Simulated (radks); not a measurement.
The tellurium anion Te2-, [Xe], held by a Watson sphere: a shell of charge +2.1 at radius R that stands for the Madelung well of a crystal (potential energy -2.1/R inside, -2.1/r outside, in hartree with lengths in bohr). Method: scalar-relativistic Kohn-Sham, LDA (Slater exchange, Perdew-Wang correlation), spin-polarised, spherical densities, finite nucleus; Fermi nuclear charge, rms radius of each element as measured or else 0.836 A^(1/3) + 0.57 fm; computed with a radial shooting solver on a logarithmic mesh with Libxc functionals. Response by self-consistent Sternheimer equations with the Hartree and adiabatic LDA kernel, the relativistic mass of each level held fixed and spin-orbit coupling left out. The sphere does not respond.

R (bohr)  e(4d) (eV)  e(5s) (eV)  e(5p) (eV)  <r> 5p (bohr)  sum of <r^2> (bohr^2)  X-ray form factor at sin(theta)/lambda = 0.2 1/angstrom  alpha (bohr^3)
3.12         -40.632     -15.757      -7.227          2.770                  82.91                                                   41.556           54.75
3.68         -39.939     -14.685      -6.335          2.900                  88.75                                                   41.515           71.53
4.15         -39.428     -13.938      -5.639          2.996                  93.35                                                   41.513           88.96
5.69         -38.034     -12.168      -3.823          3.240                  106.9                                                   41.552           172.8
5.76         -37.980     -12.105      -3.756          3.249                  107.5                                                   41.553           177.8
5.78         -37.965     -12.088      -3.737          3.252                  107.6                                                   41.554           179.3
